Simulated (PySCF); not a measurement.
2,3-dihydrothiophene (C4H6S), SMILES C1C=CSC1.

Coordinates come from a PBE-D3(BJ)/def2-SVP optimisation. Other conformers were not sampled.

All values below come from PBE-D3(BJ)/def2-SVP (PySCF).

Frequencies are harmonic and unscaled.

```json
[
 {"mode": "1", "ν (cm⁻¹)": "160", "IR (km/mol)": "0.8", "Raman (Å⁴/amu)": "1.0", "depolarisation": "0.71", "moving atoms (share of kinetic energy)": "H 48 %, C 40 %, S 12 %"},
 {"mode": "2", "ν (cm⁻¹)": "399", "IR (km/mol)": "2.9", "Raman (Å⁴/amu)": "3.8", "depolarisation": "0.75", "moving atoms (share of kinetic energy)": "C 62 %, H 33 %"},
 {"mode": "3", "ν (cm⁻¹)": "489", "IR (km/mol)": "0.5", "Raman (Å⁴/amu)": "6.3", "depolarisation": "0.49", "moving atoms (share of kinetic energy)": "C 46 %, S 38 %, H 16 %"},
 {"mode": "4", "ν (cm⁻¹)": "632", "IR (km/mol)": "26.5", "Raman (Å⁴/amu)": "3.1", "depolarisation": "0.74", "moving atoms (share of kinetic energy)": "H 49 %, C 39 %, S 12 %"},
 {"mode": "5", "ν (cm⁻¹)": "653", "IR (km/mol)": "15.5", "Raman (Å⁴/amu)": "5.4", "depolarisation": "0.41", "moving atoms (share of kinetic energy)": "C 45 %, H 36 %, S 19 %"},
 {"mode": "6", "ν (cm⁻¹)": "672", "IR (km/mol)": "13.4", "Raman (Å⁴/amu)": "3.8", "depolarisation": "0.13", "moving atoms (share of kinetic energy)": "C 44 %, H 38 %, S 18 %"},
 {"mode": "7", "ν (cm⁻¹)": "775", "IR (km/mol)": "23.1", "Raman (Å⁴/amu)": "3.6", "depolarisation": "0.31", "moving atoms (share of kinetic energy)": "C 64 %, H 28 %, S 8 %"},
 {"mode": "8", "ν (cm⁻¹)": "826", "IR (km/mol)": "2.5", "Raman (Å⁴/amu)": "1.4", "depolarisation": "0.23", "moving atoms (share of kinetic energy)": "C 50 %, H 48 %"},
 {"mode": "9", "ν (cm⁻¹)": "878", "IR (km/mol)": "1.5", "Raman (Å⁴/amu)": "0.3", "depolarisation": "0.62", "moving atoms (share of kinetic energy)": "H 79 %, C 21 %"},
 {"mode": "10", "ν (cm⁻¹)": "909", "IR (km/mol)": "3.2", "Raman (Å⁴/amu)": "8.8", "depolarisation": "0.24", "moving atoms (share of kinetic energy)": "C 67 %, H 33 %"},
 {"mode": "11", "ν (cm⁻¹)": "956", "IR (km/mol)": "2.2", "Raman (Å⁴/amu)": "3.4", "depolarisation": "0.68", "moving atoms (share of kinetic energy)": "H 58 %, C 41 %"},
 {"mode": "12", "ν (cm⁻¹)": "994", "IR (km/mol)": "5.1", "Raman (Å⁴/amu)": "3.0", "depolarisation": "0.55", "moving atoms (share of kinetic energy)": "H 53 %, C 47 %"},
 {"mode": "13", "ν (cm⁻¹)": "1065", "IR (km/mol)": "1.8", "Raman (Å⁴/amu)": "18.1", "depolarisation": "0.64", "moving atoms (share of kinetic energy)": "H 96 %"},
 {"mode": "14", "ν (cm⁻¹)": "1094", "IR (km/mol)": "1.1", "Raman (Å⁴/amu)": "5.2", "depolarisation": "0.67", "moving atoms (share of kinetic energy)": "H 86 %, C 13 %"},
 {"mode": "15", "ν (cm⁻¹)": "1149", "IR (km/mol)": "2.7", "Raman (Å⁴/amu)": "8.8", "depolarisation": "0.70", "moving atoms (share of kinetic energy)": "H 73 %, C 27 %"},
 {"mode": "16", "ν (cm⁻¹)": "1216", "IR (km/mol)": "13.8", "Raman (Å⁴/amu)": "4.1", "depolarisation": "0.53", "moving atoms (share of kinetic energy)": "H 80 %, C 19 %"},
 {"mode": "17", "ν (cm⁻¹)": "1264", "IR (km/mol)": "2.6", "Raman (Å⁴/amu)": "2.9", "depolarisation": "0.32", "moving atoms (share of kinetic energy)": "H 73 %, C 27 %"},
 {"mode": "18", "ν (cm⁻¹)": "1289", "IR (km/mol)": "0.7", "Raman (Å⁴/amu)": "2.6", "depolarisation": "0.59", "moving atoms (share of kinetic energy)": "H 50 %, C 50 %"},
 {"mode": "19", "ν (cm⁻¹)": "1390", "IR (km/mol)": "2.6", "Raman (Å⁴/amu)": "25.0", "depolarisation": "0.68", "moving atoms (share of kinetic energy)": "H 92 %"},
 {"mode": "20", "ν (cm⁻¹)": "1407", "IR (km/mol)": "2.0", "Raman (Å⁴/amu)": "12.1", "depolarisation": "0.56", "moving atoms (share of kinetic energy)": "H 89 %, C 10 %"},
 {"mode": "21", "ν (cm⁻¹)": "1600", "IR (km/mol)": "14.7", "Raman (Å⁴/amu)": "22.9", "depolarisation": "0.09", "moving atoms (share of kinetic energy)": "C 93 %"},
 {"mode": "22", "ν (cm⁻¹)": "2928", "IR (km/mol)": "36.1", "Raman (Å⁴/amu)": "183.9", "depolarisation": "0.20", "moving atoms (share of kinetic energy)": "H 94 %"},
 {"mode": "23", "ν (cm⁻¹)": "2990", "IR (km/mol)": "16.3", "Raman (Å⁴/amu)": "106.2", "depolarisation": "0.27", "moving atoms (share of kinetic energy)": "H 94 %"},
 {"mode": "24", "ν (cm⁻¹)": "3016", "IR (km/mol)": "18.7", "Raman (Å⁴/amu)": "138.2", "depolarisation": "0.32", "moving atoms (share of kinetic energy)": "H 92 %, C 8 %"},
 {"mode": "25", "ν (cm⁻¹)": "3076", "IR (km/mol)": "5.8", "Raman (Å⁴/amu)": "88.4", "depolarisation": "0.60", "moving atoms (share of kinetic energy)": "H 90 %, C 10 %"},
 {"mode": "26", "ν (cm⁻¹)": "3134", "IR (km/mol)": "0.7", "Raman (Å⁴/amu)": "107.8", "depolarisation": "0.57", "moving atoms (share of kinetic energy)": "H 92 %"},
 {"mode": "27", "ν (cm⁻¹)": "3160", "IR (km/mol)": "2.9", "Raman (Å⁴/amu)": "171.4", "depolarisation": "0.17", "moving atoms (share of kinetic energy)": "H 91 %, C 9 %"}
]
```
